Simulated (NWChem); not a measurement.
Basis-set convergence for HAlCl₂S

SMILES: [SH][Al]([Cl])[Cl]
```xyz
5

Al    -0.0119     0.0190     0.0000
Cl     0.0934     2.1112     0.0000
Cl    -1.8836    -0.9313     0.0000
S      1.8369    -1.1241     0.0000
H      1.1978    -2.3188     0.0000
```
Charge 0, spin multiplicity 1.

Everything below was run with NWChem. Structure: optimised with B3LYP/def2-SVP, a minimum by its harmonic frequencies. It is one conformer; others weren't searched.

Quantity: dipole moment at the level PBE.

The Pople sets run with spherical d functions. The structure started from a generated list of species.

The cost column gives rough processor time relative to 3-21G; each entry includes its own SCF.

```tsv
basis	functions	dipole moment (D)	relative cost
3-21G	54	(withheld)	1
6-31G*	74	(withheld)	under 3
cc-pVDZ	77	(withheld)	7
def2-SVP	77	1.20	under 3
aug-cc-pVDZ	117	1.12	10
cc-pVTZ	150	1.11	20
pcseg-2	150	1.21	7
def2-TZVP	154	1.10	7
def2-TZVPP	182	1.09	9
```

### Question
What belongs in the gaps?

### Answer

- 3-21G, dipole moment (D): 1.67
- 6-31G*, dipole moment (D): 1.32
- cc-pVDZ, dipole moment (D): 1.24
